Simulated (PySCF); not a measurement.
ZnHI, SMILES [ZnH][I]. Heavy atoms are numbered as in [ZnH:1][I:3]. Hydrogens are named by the atom that carries them.

Geometry optimised at B3LYP-D3(BJ)/def2-TZVP. The def2 effective core potentials stand for the cores of I; spin–orbit coupling is left out.

Method: PBE/def2-TZVPD (PySCF).

Mulliken values depend strongly on the basis, most of all with diffuse functions as here. ESP charges are fitted to the potential on shells at 1.4 to 2.0 van der Waals radii. Atomic charges (e), one atom of each kind:

```
atom       Mulliken  ESP fit
---------  --------  -------
Zn1 (ZnH)     -0.17     0.47
H on Zn1       0.18    -0.20
I3            -0.01    -0.27
```
